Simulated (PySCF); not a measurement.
Be(Et) (C2H5Be), SMILES [CH2](C)[Be], multiplicity 2.

Geometry optimised at r2SCAN-D4/def2-TZVP. The spin state was assumed, not searched. The isomer is the one that the SMILES or the coordinates give; other isomers of the formula were not compared.

Calculation: C-PCM-ωB97X/def2-SVP in PySCF.

The values are the electrostatic part of the solvation free energy, E(continuum) − E(gas) at the gas-phase geometry, in a cavity of scaled van der Waals radii (PySCF's table); cavitation and dispersion terms are not included. A continuum can't describe solvent molecules that bind to the metal. The dipole moment in vacuum is 0.48 D.

```json
[
 {"solvent": "water", "ε": "78.36", "ΔG(elec) (kcal/mol)": "-2.1", "dipole (D)": "0.27"},
 {"solvent": "methanol", "ε": "32.61", "ΔG(elec) (kcal/mol)": "-2.0", "dipole (D)": "0.27"},
 {"solvent": "cyclohexanone", "ε": "15.62", "ΔG(elec) (kcal/mol)": "-2.0", "dipole (D)": "0.28"}
]
```
